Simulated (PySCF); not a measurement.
Zn(Et)(OH), C₂H₆OZn, SMILES [Zn]([CH2]C)[OH], singlet, PBE0/def2-SVP optimised geometry. Atoms within 1.6 Å of the plane z = 0.6 Å (x, y, z in Å): Zn1 (0.70, -0.66, 0.00), C2 (-1.24, -0.53, 0.00), C3 (-1.79, 0.89, -0.09), H4 (-1.61, -1.02, 0.92), H5 (-1.62, -1.14, -0.84), H7 (-1.47, 1.52, 0.75), H8 (-2.90, 0.90, -0.09), O9 (2.47, -0.66, 0.00), H10 (2.90, -1.52, -0.04).

Computed with PBE0/def2-TZVP (PySCF).

Map of the electron localisation function on the plane z = 0.6 Å:

```
|000000000000000000000000000|
|000000000000000000000000000|
|000000000000000000000000000|
|000000000000000000000000000|
|000000000000000000000000000|
|000000000000000000000000000|
|000000003663000000000000000|
|000000028998300000000000000|
|000121149999500000000000000|
|001686459999300000000000000|
|003899768996000000000000000|
|003999856752001100012210000|
|001787534542221110145531000|
|000111014555521111578752000|
|000000026766612311788852000|
|000000279987613411788741000|
|000000489996511212677631000|
|000000379973321112346641000|
|000000135531111111135651000|
|000000001100000000013431000|
|000000000000000000000100000|
|000000000000000000000000000|
|000000000000000000000000000|
|000000000000000000000000000|
|000000000000000000000000000|
|000000000000000000000000000|
|000000000000000000000000000|
```
Scale: ten equal steps from 0.000 (start of '0') to 0.999 (end of '9'), in the order '0123456789'; x runs from -5.00 to 5.00, y from -5.00 (bottom) to 5.00 (top).
